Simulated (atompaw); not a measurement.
Before and after: PAW (atompaw) potential for Ti

atompaw 4.2.0.5 input, output lines left out:

```
Ti 22
GGA-PBE loggrid 1500 logderivrange -6 5 276
4 4 3 0 0 0
4 0 1
4 1 0
3 2 3
0 0 0
c
c
v
v
c
v
v
v
3
2.70 2.45 2.30 1.70
n
n
y
4.4
n
y
0.35
n
custom polynom2 7 10 vanderbiltortho sinc
bessel
1.40
2.70
1.45
2.70
2.70
2.70
2.70
```

All-electron outer shells of the reference configuration (PBE, non-relativistic, ld1.x):

```csv
shell,level (eV),outermost node (bohr),outermost maximum (bohr)
2p,-439.60,–,0.22
3s,-58.39,0.40,0.88
3p,-35.52,0.37,0.91
4s,-3.66,1.27,3.07
3d,-1.97,–,1.01
4p,-1.11,1.42,4.20
```

Change: local potential bessel scheme, radius 2.50 bohr.

Cutoffs: the cutoffs (Ry, on a coarse ladder) from which the occupation-weighted sum of valence levels, in a spherical-Bessel basis at the reference potential, stays within 10 and 1 mRy of its value at 400 Ry; they do not see the model core or the augmentation charge, which bear on the density cutoff.

Problem. What does the change do?

Solution. The potential gets neither clearly harder nor softer (40 Ry and 230 Ry → 40 Ry and 230 Ry); neither file shows a bound ghost.

| quantity | base | changed |
| --- | --- | --- |
| cutoff, loose | 40 Ry | 40 Ry |
| cutoff, tight | 230 Ry | 230 Ry |
| bound ghosts | none | none |
| s: phases at 2.72 bohr within 0.05 rad from the reference energy up to (Ry; the scan ends near 5) | 3.4 | 3.6 |
| p: phases at 2.72 bohr within 0.05 rad from the reference energy up to (Ry; the scan ends near 5) | to the end of the scan | to the end of the scan |
| d: phases at 2.72 bohr within 0.05 rad from the reference energy up to (Ry; the scan ends near 5) | -0.0 | -0.0 |
| f: phases at 2.72 bohr within 0.05 rad from the reference energy up to (Ry; the scan ends near 5) | 1.4 | 1.5 |
| lowest overlap eigenvalue by channel | s 0.46, p 0.58, d 1.00, f 1.00 | s 0.46, p 0.59, d 1.00, f 1.00 |

 The cutoffs see the waves, projectors and local potential, not the compensation charge or the core.
